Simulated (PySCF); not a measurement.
Gas-phase reaction: SnO₂ ⇌ SnO + O

Computed with PySCF and rigid-rotor harmonic-oscillator thermochemistry at 1 bar. † marks an energy on the PBE0/def2-TZVP geometry and frequencies. MP2 freezes the core. Open shells (unrestricted): O (multiplicity 3, electronic degeneracy 9); the rest are closed-shell singlets. Spin-orbit splitting is ignored; it lowers the true energy and changes the entropy of O. B3LYP is the form with VWN-RPA correlation. Sn: scalar-relativistic def2 core potential, no spin-orbit coupling. SnO₂: computed as isolated molecules; such fragments, hydroxides, amides, oligomers or adducts are transient or little studied in the gas. MP2 isn't extrapolated to the basis-set limit; its ΔH°(298 K) is 193.5 kJ in def2-SVP and 260.2 kJ in def2-TZVPP. The harmonic model lacks anharmonicity and excited electronic states, which grow with temperature; levels with a mode under 35 cm⁻¹ are left out.

```tsv
level	ΔE electronic, kJ	ΔH°(298 K), kJ	ΔS°(298 K), J/K	ΔG°(1200 K), kJ
B3LYP/def2-TZVP†	228	224	138	58
BLYP/def2-TZVP†	266	261	138	96
MP2/def2-TZVPP†	264	260	138	95
PBE/def2-TZVP†	294	290	138	125
PBE0/def2-QZVP†	238	233	138	68
PBE0/def2-SVP†	194	190	138	25
ωB97X-V/def2-TZVP†	238	233	138	68
```
ΔH° is lowest at PBE0/def2-SVP† and highest at PBE/def2-TZVP†. No reference value is set beside these.
